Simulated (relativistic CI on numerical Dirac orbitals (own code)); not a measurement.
# d1 to d9 in one octahedral field

Computed with a parametric ligand-field model without spin-orbit coupling, by exact diagonalisation: B = 450, C = 2110, 10Dq = 39000 cm⁻¹ (Oh; |10Dq|/B = 86.7) for every shell. Energies in cm⁻¹; the field energy is (0.6 n_e − 0.4 n_t2) × 10Dq of the ground term; g labels are left out. So small a B with so large a field is typical of 4d and 5d ions, where spin-orbit coupling, left out here, reaches 1,000 to 4,000 cm⁻¹.

| Shell | Ground term | Electrons in e | Field energy | First spin-allowed bands | Lowest term of other spin |
| --- | --- | --- | --- | --- | --- |
| d1 | 2T2 | 0.000 | -15600 | 2E 39000 |  |
| d2 | 3T1 | 0.004 | -31048 | 3T2 37819, 3T1 43387 | 1T2 7026 |
| d3 | 4A2 | 0.000 | -46800 | 4T2 39000, 4T1 44193 | 2E 10037 |
| d4 | ? | ? | ? | ? | ? |
| d5 | 2T2 | 0.014 | -77455 | 2A2 36101, 2T1 36258 | 4T1 28846 |
| d6 | 1A1 | 0.012 | -93147 | 1T1 37292, 1T2 44021 | 3T1 32925 |
| d7 | 2E | 1.007 | -69923 | 2T1 37191, 2T2 37771 | 4T1 28916 |
| d8 | 3A2 | 2.000 | -46800 | 3T2 39000, 3T1 44193 | 1E 7789 |
| d9 | 2E | 3.000 | -23400 | 2T2 39000 |  |

Task: Fill in the row of d4.

Result: Ground term: 3T1; Electrons in e: 0.007; Field energy: -62124; First spin-allowed bands: 3E 36836, 3T1 37371; Lowest term of other spin: 1T2 6365. Low spin: d4, d5, d6, d7; the other shells keep the spin of the free ion. Only d4 to d7 can choose; the field needed to pair spins is smallest for d6 and largest for d5, which loses most exchange energy. In the strong-field picture 10Dq must exceed about 6B + 5C = 13250 (d4), 7.5B + 5C = 13925 (d5), 2.5B + 4C = 9565 (d6) and 4B + 4C = 10240 (d7); mixing of terms shifts these bounds somewhat.
